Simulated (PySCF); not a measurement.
FeO₄, SMILES [O]=[Fe]1([O][O]1)=[O], multiplicity 1. Geometry optimised at TPSSh-D3(BJ)/def2-SVP. The multiplicity is an assumed one; other spin states were not compared.

Computed equilibrium geometry at TPSSh-D3(BJ)/def2-SVP (PySCF confirms it by a frequency run) as a Z-matrix, and its point group:
point group C2v.
```
Fe
O 1 1.5439
O 1 1.5439 2 120.48
O 1 1.7626 2 117.20 3 -154.00
O 4 1.3745 1 67.05 2 -102.57
```
